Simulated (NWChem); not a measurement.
All runs are NWChem calculations. System: CHCl2, charge 0, spin multiplicity 2, at a geometry optimised with UPBE0/def2-SVP. The structure started from a generated list of species. Its SCF solution wasn't tested for a lower state. Level: ROCCSDT/STO-3G, 11 core orbitals frozen.

Job file:

```
start mol
memory heap 100 mb stack 700 mb global 1900 mb
geometry units angstroms nocenter noautoz
  Cl     0.169072    -0.023894     1.470293
  C     -0.668668     0.148477     0.000000
  Cl     0.169072    -0.023894    -1.470293
  H     -1.736423    -0.078460     0.000000
  symmetry group Cs
end
basis spherical
  * library sto-3g
end
scf
  rohf
  nopen 1
  maxiter 100
  thresh 1e-7
  semidirect memsize 60000000 filesize 0
  # guess.movecs holds the orbitals of an unrestricted PBE0 run
  vectors input guess.movecs output mol.movecs
end
tce
  freeze core 11
  ccsdt
  2eorb
  2emet 13
  thresh 1e-6
  maxiter 100
  tilesize 24
end
task tce energy
```

Output (cleaned and shortened):

```
             Northwest Computational Chemistry Package (NWChem) 7.3.0
             --------------------------------------------------------

                                NWChem Input Module
                                -------------------

 Scaling coordinates for geometry "geometry" by  1.889725989
 (inverse scale =  0.529177249)

 Turning off AUTOSYM since
 SYMMETRY directive was detected!

                             Geometry "geometry" -> ""
                             -------------------------

 Output coordinates in angstroms (scale by  1.889725989 to convert to a.u.)

  No.       Tag          Charge          X              Y              Z
 ---- ---------------- ---------- -------------- -------------- --------------
    1 Cl                  17.0000     0.16907200    -0.02389400     1.47029300
    2 C                    6.0000    -0.66866800     0.14847700     0.00000000
    3 Cl                  17.0000     0.16907200    -0.02389400    -1.47029300
    4 H                    1.0000    -1.73642300    -0.07846000     0.00000000

 Effective nuclear repulsion energy (a.u.)     125.8548506201

            Nuclear Dipole moment (a.u.)
            ----------------------------
        X                 Y               Z
 ---------------- ---------------- ----------------
     0.0000321253     0.0000113384     0.0000000000

      Symmetry information
      --------------------

 Group name             Cs
 Group number              2
 Group order               2
 No. of unique centers     3

      Symmetry unique atoms

     1    2    4


 Summary of "ao basis" -> "" (spherical)
 ------------------------------------------------------------------------------
       Tag                 Description            Shells   Functions and Types
 ---------------- ------------------------------  ------  ---------------------
 *                           sto-3g                   on all atoms

 Summary of "ao basis" -> "ao basis" (spherical)
 ------------------------------------------------------------------------------
       Tag                 Description            Shells   Functions and Types
[...]
        Alpha frozen cores :    11
         Beta frozen cores :    11
     Alpha frozen virtuals :     0
      Beta frozen virtuals :     0
         Spin multiplicity : doublet
    Number of AO functions :    24
       Number of AO shells :    14
        Use of symmetry is : on
      Symmetry adaption is : on
         Schwarz screening : 0.10D-09

          Correlation Information
          -----------------------
          Calculation type : Coupled-cluster singles, doubles, & triples
   Perturbative correction : none
            Max iterations :      100
        Residual threshold : 0.10D-05
     T(0) DIIS level shift : 0.00D+00
     L(0) DIIS level shift : 0.00D+00
     T(1) DIIS level shift : 0.00D+00
     L(1) DIIS level shift : 0.00D+00
     T(R) DIIS level shift : 0.00D+00
     T(I) DIIS level shift : 0.00D+00
   CC-T/L Amplitude update :  5-th order DIIS
                I/O scheme : Global Array Library
        L-threshold :  0.10D-05
        EOM-threshold :  0.10D-05
 no EOMCCSD initial starts read in
 TCE RESTART OPTIONS
 SLICE:      F
 D4D5:       F
 quantumc:   F
 qrotation:  F
 pwtce:      F
 qducc:      F
 nacto:                         0
 nrotv:                         0
 nrot:                          0

            Memory Information
            ------------------
          Available GA space size is     249035648 doubles
          Available MA space size is     104856092 doubles

 Maximum block size supplied by input
 Maximum block size        24 doubles

 tile_dim =      5

 -------------------------------------------------
   1    alpha     a'     5 doubles       0       1
   2    alpha     a'     1 doubles       5       2
   3    alpha     a"     4 doubles       6       3
   4    beta      a'     5 doubles      10       4
   5    beta      a"     4 doubles      15       5
   6    alpha     a'     2 doubles      19       6
   7    alpha     a"     1 doubles      21       7
   8    beta      a'     1 doubles      22       8
   9    beta      a'     2 doubles      23       9
  10    beta      a"     1 doubles      25      10

 Global array virtual files algorithm will be used

 Parallel file system coherency ......... OK

 4-electron integrals stored in orbital form

 v2    file size   =             3889
 4-index algorithm nr.  13 is used
 imaxsize =       30
 imaxsize ichop =        0
 IN MAPPING 1 for UCC(4),CCSDT,CCSDTQ


 CCSDT iterations
 --------------------------------------------------------
 Iter          Residuum       Correlation     Cpu    Wall
 --------------------------------------------------------
    1   0.1615879578358  -0.0587540645276     0.3     0.3
    2   0.0465777105801  -0.0693791860394     0.3     0.3
    3   0.0382938786324  -0.0761259813553     0.3     0.3
    4   0.0170152655539  -0.0768150848584     0.3     0.3
    5   0.0123992833052  -0.0781876775534     0.3     0.3
    6   0.0024739544316  -0.0784750954957     0.3     0.3
    7   0.0010712401066  -0.0785185467678     0.3     0.3
    8   0.0005677180122  -0.0785180364050     0.3     0.3
    9   0.0003287345527  -0.0785238632896     0.3     0.3
   10   0.0001851830690  -0.0785245463380     0.3     0.3
   11   0.0000436603204  -0.0785269056382     0.3     0.3
   12   0.0000238580345  -0.0785272165045     0.3     0.3
   13   0.0000135528789  -0.0785280043531     0.3     0.3
   14   0.0000089073614  -0.0785277920033     0.3     0.3
   15   0.0000051571230  -0.0785279832429     0.3     0.3
   16   0.0000015464492  -0.0785279389050     0.3     0.3
   17   0.0000006282155  -0.0785279487579     0.3     0.3
 --------------------------------------------------------
 Iterations converged
 CCSDT correlation energy / hartree =        -0.078527948757883
 CCSDT total energy / hartree       =      -947.149523584264671

 Singles contributions

 Doubles contributions

 Task  times  cpu:        5.3s     wall:        5.3s

 Total times  cpu:        5.3s     wall:        5.3s
```
